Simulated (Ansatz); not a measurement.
```xyz
9

F     0.838   -1.658   -1.107
C     0.669   -0.273   -0.998
N    -0.500    0.057   -0.285
Al   -0.602    0.455    1.449
H     0.653    0.102   -2.026
H     1.553    0.104   -0.477
H    -1.336   -0.069   -0.838
H    -2.043    0.673    2.061
H     0.769    0.611    2.220
```

The species carries charge 0 and has multiplicity 1.

Question: List the B3LYP/def2-TZVPP orbital energies in eV (Ansatz). (Estimate.)

Answer: Ansatz gave: Occupied: -1524.30, -670.85, -389.36, -279.53, -112.32, -73.06, -72.87, -72.85, -32.20, -24.14, -18.04, -14.44, -13.50, -13.35, -11.81, -10.37, -9.73, -9.05, -8.49, -7.69. Lowest empty: -1.24, 0.29, 0.83, 1.58, 1.66, 2.51, 3.08, 3.14.

B3LYP here is the variant with VWN-RPA as its local correlation; programs differ in this.
